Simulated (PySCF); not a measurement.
## Correlation energy of P (phosphorus, neutral)

[Ne] 3s2 3p3, high-spin 4S determinant. Computed with PySCF 2.14 in x2c-TZVPall (5s5p2d1f, 37 functions), with the spin-free X2C one-electron Hamiltonian (Gaussian nucleus). Frozen: [Ne]; 5 electrons correlated.

MP2 pair energies summed by pair of shells (mhartree):

```
 pair  energy  share (%)
3s-3p  -52.66       64.9
3p-3p  -18.35       22.6
3s-3s  -10.17       12.5
```

Total MP2 correlation energy: -81.19 mhartree.

Same-spin part -22.27 and opposite-spin part -58.92 mhartree; SCS-MP2 scales them by 1/3 and 6/5 to -78.13 mhartree.

| level | correlation energy (mhartree) |
| --- | --- |
| CCSD | -99.53 |
| (T) | -3.72 |
| CCSD(T) | -103.25 |

Diagnostics: T1 = 0.0039, D1 = 0.0066, largest double amplitude 0.064.

Cost of the coupled-cluster step: 0.37 s of wall time on 1 thread of Intel(R) Xeon(R) Platinum 8375C CPU @ 2.90GHz (shared host), for 5 correlated electrons.
